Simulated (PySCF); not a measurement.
# H4TeO: double against triple zeta

Base calculation in PySCF with density fitting and no spin–orbit coupling, PBE0/def2-SVP (scalar-relativistic core potentials): singlet, C2v, Te–H 1.709 Å (×2), Te–H 1.742 Å (×2), Te–O 1.833 Å; H–Te–H 87.7° (×4), H–Te–H 99.9°, H–Te–H 172.9°, H–Te–O 93.5° (×2), H–Te–O 130.1° (×2); wavenumbers 327, 621, 644, 820, 827, 937, 1050, 1109, 1791, 1818, 1941, 1974 cm⁻¹; dipole moment 4.20 D, gap between the highest occupied and lowest empty levels 5.52 eV, polar-tensor charge of Te 1.77 e, atomisation energy (no zero-point energy) 960 kJ/mol.

Question: What changes on going to PBE0/def2-TZVP (scalar-relativistic core potentials)?

Answer: The point group stays the same. Changes: mean bond to Te -0.015 Å, smallest bond angle +0.6 degrees, highest wavenumber +5 cm⁻¹, lowest wavenumber +1 cm⁻¹, dipole moment +0.16 D, gap between the highest occupied and lowest empty levels +0.27 eV, polar-tensor charge of Te 0.00 e, atomisation energy (no zero-point energy) +67 kJ/mol. The new structure has Te–H 1.701 Å (×2), Te–H 1.729 Å (×2), Te–O 1.799 Å; H–Te–H 88.3° (×4), H–Te–H 102.0°, H–Te–H 174.5°, H–Te–O 92.8° (×2), H–Te–O 129.0° (×2), with wavenumbers 328, 604, 649, 817, 851, 917, 1050, 1110, 1816, 1829, 1951, 1979 cm⁻¹. The larger basis shortens the bonds, as added polarisation functions usually do.

The structures come from searches over a few start shapes, so lower isomers are not excluded.
